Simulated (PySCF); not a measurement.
An unknown is described by computed data only.

Formula: C5H4ClN3O.

| Property | Result |
| --- | --- |
| 13C NMR | chemical shifts (computed TMS as zero) by class: 204.8 (1 C), 173.3 (1 C), 152.6 (1 C), 121.6 (1 C), 30.7 (1 C) ppm [GIAO PBE0/pcSseg-1] |
| Polarisability | 94.8 au [PBE0/def2-SVPD] |
| Rotational structure | rotational constants A, B, C: 2.563, 0.707, 0.556 GHz [GFN2-xTB] |
| UV, first state | lowest singlet excitation: 2.99 eV (415 nm, f = 0.001) [TDDFT PBE0/def2-SVPD] |
| Dipole | 1.70 D [PBE0/def2-SVPD] |
| NMR, other nuclei | isotropic shieldings of nuclei other than C and H, by class: -270 (1 N), -179 (1 N), -155 (1 N), -346 (1 O), 644 (1 Cl) ppm [GIAO PBE0/pcSseg-1] |
| UV, strongest line | among the 8 lowest singlet transitions: S6 at 5.01 eV (247 nm, f = 0.031) [TDDFT PBE0/def2-SVPD] |

Electronic properties: PySCF, gas phase, density fitting. Levels stand in brackets. One conformer (not necessarily the lowest) at the GFN2-xTB geometry, without solvent, vibrations or thermal averaging. Each NMR value is the plain mean over a class of atoms that symmetry, rotation or inversion makes alike.

Question: Give a SMILES that accounts for the data.

Answer: Numbering: `[CH3:1][C:2](=[O:3])[c:4]1[cH:5][c:6]([Cl:7])[n:8][n:9][n:10]1`. Its formula, C5H4ClN3O, gives 5 degrees of unsaturation: 1 ring and 4 π bonds in the structure found (Kekulé form). 5 carbons fall into 5 classes; from least to most shielded: ketone carbonyl carbon [C2] (204.8 ppm), aromatic C–Cl carbon [C6] (173.3 ppm), substituted aromatic carbon [C4] (152.6 ppm), aromatic CH carbon [C5] (121.6 ppm), methyl carbon next to a carbonyl [C1] (30.7 ppm). The other shieldings belong to: -270 ppm, pyridine-type nitrogen [N9]; -179 ppm, pyridine-type nitrogen [N8]; -155 ppm, pyridine-type nitrogen [N10]; -346 ppm, ketone oxygen [O3]; 644 ppm, aryl chlorine [Cl7]. S1 is mainly HOMO→LUMO (weight 0.98); the largest Löwdin shares of the orbital it empties are 0.46 on a pyridine-type nitrogen, 0.19 on each of 2 atoms of one kind (pyridine-type nitrogen) and 0.05 on the substituted aromatic carbon, of the orbital it fills 0.17 on the substituted aromatic carbon, 0.16 on a pyridine-type nitrogen, 0.14 on the ketone oxygen and 0.14 on the ketone carbonyl carbon. The optimised geometry has point group Cs and is an asymmetric top. Structure: `CC(=O)C1=NN=NC(Cl)=C1`. The assignments are read from this structure; whether some other isomer fits the data as well wasn't checked.

The values belong to the conformer `[CH3:1][C:2](=[O:3])[c:4]1[cH:5][c:6]([Cl:7])[n:8][n:9][n:10]1`: C1–C2–C4–C5 180°.
